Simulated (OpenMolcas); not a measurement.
**Ti2+ in NaCl**

Ti2+ with its 6 nearest chloride ions at 2.69 Å, on the Na site of NaCl (a = 5.64056 Å, distance in the model lattice 2.820 Å). The rest of the host is ab initio model potentials to 7.6 Å, with orthogonalisation functions on the cations behind the ligands, and point charges beyond; the distance is set by hand and nothing relaxes, and no local charge compensation is placed. Ligand basis ANO-RCC-VDZP.
```
Ti    0.0000    0.0000    0.0000
Cl    2.6900    0.0000    0.0000
Cl    0.0000    2.6900    0.0000
Cl   -2.6900    0.0000    0.0000
Cl    0.0000   -2.6900    0.0000
Cl    0.0000    0.0000    2.6900
Cl    0.0000    0.0000   -2.6900
```

- Program: OpenMolcas
- Method: SS-CASPT2, IPEA 0.25 Eh, imaginary shift 0.1 Eh (closed shells correlated: 3s 3p and the ligand valence shells)
- Basis: ANO-RCC-VTZP [6s5p3d2f1g]
- Scalar Hamiltonian: DKH2, point nucleus
- Active space: 2 electrons in 5 orbitals (3d)
- State averaging: 2S+1 = 3 even, 10 roots; 2S+1 = 1 even, 15 roots
- Spin-orbit coupling: RASSI with atomic mean-field integrals over the reference wave functions

The lowest spin-free states (labels of O, the rotations of Oh), above the lowest:

```tsv
State	Degeneracy	E (cm-1)	Free-ion L (%)
3T1	3	0	F (97)
3T2	3	6850	F (100)
1T2	3	8030	D (77)
1E	2	9030	D (59)
3A2	1	14300	F (100)
3T1	3	15510	P (97)
1A1	1	16610	G (91)
1T2	3	16980	G (77)
1T1	3	19620	G (100)
1E	2	24730	G (59)
1A1	1	37310	S (91)
```

The lowest levels with spin-orbit coupling:

```tsv
E (cm-1)	Degeneracy	Label	2S+1
0	2	E	3
4	3	T2	3
170	3	T1	3
260	1	A1	3
6880	1	A2	3
6890	3	T2	3
6970	3	T1	3
6980	2	E	3
8140	3	T2	1
9120	2	E	1
14400	3	T2	3
15480	1	A1	3
15540	3	T1	3
15650	3	T2	3
15650	2	E	3
16700	1	A1	1
17080	3	T2	1
19710	3	T1	1
24820	2	E	1
37400	1	A1	1
```

Powder χT (cm3 K/mol): 0.0518 at 2 K, 0.122 at 10 K, 0.353 at 50 K, 0.616 at 100 K, 0.949 at 200 K, 1.12 at 300 K. The effective moment at 300 K is 2.828 √(χT) = 2.99 μB.

The lowest level has 2S+1 = 3, for which the spin-only value is χT = S(S+1) / 2 = 1.000 cm3 K/mol (g = 2). The computed 1.119 at 300 K differs by +0.119, through orbital momentum, spin-orbit coupling and any other state in reach. With a threefold ground state the orbital momentum is unquenched, so the spin-only value is not expected to hold.

A least-squares ligand-field fit to the states below 45000 cm-1, each weighted by its degeneracy and with a free common offset, gives 10Dq = 7888 cm-1, B = 654 cm-1 and C = 2095 cm-1 (C/B = 3.20), with an rms deviation of 345 cm-1.

The same method and metal basis give the free ion B = 791 cm-1 (fit to its terms below 60000 cm-1, rms deviation 557 cm-1), so the nephelauxetic ratio is β = 654 / 791 = 0.83; it hangs on how both fits weigh the states, and computed free-ion B values tend to be too large, so β mixes covalency with correlation.

Roots that are degenerate in the reference are averaged as groups; the widest CASPT2 spread within a group is 95 cm-1 (the 3-fold group of multiplicity 1 near 8030 cm-1 above the lowest state of its run). Shifts and gaps below about the spread of the groups concerned are not significant. Over all roots computed the reference weight is 0.68 to 0.69; a low but even weight reflects the number of correlated electrons. An orbital triplet at a regular site is open to Jahn-Teller coupling, which can distort the site and quench the lowest spin-orbit gaps and is left out. Ligand-to-metal charge-transfer states are missing. With no ligand orbital active B as a rule stays too high, so bands that hang on it stand too high and its fall with covalency is understated. With one d shell and no ligand orbital active, 10Dq can be off by tens of per cent for divalent 3d ions, low with halides held by bare charges and at times high in hosts. Free-ion shares, where given, are those of the reference states; single-state CASPT2 does not remix them. No measured value stands beside these numbers; the geometry was set by hand and not optimised.

The CASPT2 steps took 2.2 min on 1 thread of Arm Neoverse V2, on a shared host; the integral step is not counted.
